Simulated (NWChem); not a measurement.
System: CH₂BF₃O₂; SMILES OB(O)C(F)(F)F

Input file for NWChem:

```
start job
memory heap 200 mb stack 900 mb global 1100 mb
geometry units angstroms noautosym nocenter noautoz
  B     -0.036475     0.992449     0.000080
  C     -0.010799    -0.623094     0.000064
  F     -0.598301    -1.146029    -1.080941
  F     -0.604576    -1.146654     1.077221
  F      1.269739    -1.066706     0.003599
  O     -1.234343     1.600580     0.000092
  H     -1.164354     2.562302    -0.000096
  O      1.127732     1.676433    -0.000110
  H      1.896447     1.093763     0.000216
end
basis spherical
  B library 6-31g*
  C library 6-31g*
  F library 6-31g*
  O library 6-31g*
  H library 6-31g*
end
dft
  xc hfexch
  iterations 150
  mulliken
end
task dft energy
esp
  recalculate
  probe 0.07
  range 0.3
  factor 1.0
  spacing 0.02
end
task esp
```

Structure relaxed at the PBE0/def2-SVP level.

Atomic charges in e: unrestrained fits to the electrostatic potential beside Mulliken populations; buried atoms are poorly determined by the fit.

Atoms are numbered as in the input.

Q: What results follow from this input? (Hartree-Fock/6-31G* (spherical d).) Quantities: ESP B1; Mulliken B1; ESP C2; Mulliken C2; ESP F3; Mulliken F3; ESP F4; Mulliken F4; ESP F5; Mulliken F5; relative RMS misfit of the potential (%).

A: 
```json
{
 "ESP B1": "0.65",
 "Mulliken B1": "0.72",
 "ESP C2": "0.73",
 "Mulliken C2": "1.07",
 "ESP F3": "-0.27",
 "Mulliken F3": "-0.42",
 "ESP F4": "-0.27",
 "Mulliken F4": "-0.42",
 "ESP F5": "-0.31",
 "Mulliken F5": "-0.45",
 "relative RMS misfit of the potential (%)": "16"
}
```
